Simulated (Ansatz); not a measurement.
FGe2H6N (`[F][GeH2][NH][GeH3]`). Charge 0, multiplicity 1. Geometry: relaxed with PBE0-D4/def2-TZVP. It is one conformer, not always the lowest.

```xyz
10

F    -0.196   -1.668   -1.947
Ge   -0.062   -1.599   -0.203
N     0.670   -0.027    0.307
Ge   -0.182    1.608    0.278
H    -1.503   -1.680    0.307
H     0.863   -2.762    0.171
H     1.676    0.014    0.237
H    -1.681    1.299    0.389
H     0.112    2.382   -1.020
H     0.303    2.432    1.482
```

Q: What is the dipole moment at PBE/def2-TZVPP? (Estimate.)

A: Ansatz gave: 2.04 D, with components (0.74, 0.62, 1.80) D in this frame, pointing from negative to positive charge.

Q: And with r2SCAN, B3LYP, ωB97M-V? (Estimate.)

A: The calculation gave: r2SCAN 2.09 D, B3LYP 2.13 D, ωB97M-V 2.11 D.

Q: Give the Mulliken charges with PBE, B3LYP, ωB97M-V in def2-TZVPP. (Best estimate.)

A: The calculation gave: 
```
atom    PBE  B3LYP  ωB97M-V
  F1  -0.35  -0.40    -0.39
 Ge2   0.48   0.55     0.52
  N3  -0.39  -0.43    -0.47
 Ge4   0.20   0.23     0.19
  H5  -0.02  -0.02     0.01
  H6  -0.02  -0.02     0.01
  H7   0.13   0.12     0.11
  H8   0.00   0.00     0.02
  H9  -0.02  -0.02     0.00
 H10  -0.02  -0.02     0.00
```

B3LYP here is the variant with VWN-RPA as its local correlation; programs differ in this.
